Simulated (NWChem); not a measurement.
System: C2H4FNOSi; SMILES O[Si@@H]1C=N[C@@H]1F

```xyz
10

O      0.7501    -1.8779    -0.4673
Si    -0.2117    -0.8626     0.4207
C     -1.5065     0.2182    -0.4352
N     -0.9064     1.3430    -0.2474
C      0.3013     0.9915     0.5149
F      1.4287     1.3276    -0.1879
H      1.2113    -1.4933    -1.2201
H     -0.5903    -1.6586     1.6216
H     -2.4752     0.1840    -0.9553
H      0.3176     1.5416     1.4722
```
Atoms are numbered in this order, from 1.

Level: PBE0/def2-SVP (NWChem), optimised geometry, unscaled harmonic frequencies. 

Question: List the harmonic frequencies with IR intensities, and the thermochemistry.

Answer: 
| frequency (cm⁻¹) | IR intensity (km/mol) |
|---|---|
| 94 | 16.2 |
| 107 | 5.6 |
| 270 | 10.3 |
| 329 | 80.1 |
| 387 | 60.0 |
| 492 | 7.2 |
| 583 | 7.0 |
| 621 | 20.0 |
| 755 | 51.8 |
| 775 | 27.0 |
| 812 | 137.2 |
| 894 | 159.8 |
| 918 | 4.9 |
| 939 | 104.3 |
| 1019 | 40.0 |
| 1140 | 138.7 |
| 1212 | 6.2 |
| 1290 | 17.5 |
| 1349 | 26.2 |
| 1645 | 13.2 |
| 2251 | 149.8 |
| 3084 | 21.7 |
| 3153 | 17.5 |
| 3916 | 120.1 |

```json
{
 "zero_point_energy": "40.1 kcal/mol",
 "thermal correction to the enthalpy at 298.15 K (with zero-point energy)": "44.7 kcal/mol",
 "heat capacity Cv": "22.6 cal/(mol K)",
 "entropy at 298.15 K and 1 atm (symmetry number 1)": "80.5 cal/(mol K)",
 "dipole_moment": "1.46 D"
}
```

Rigid rotor and harmonic oscillator; modes under 100 cm⁻¹ make the entropy uncertain.
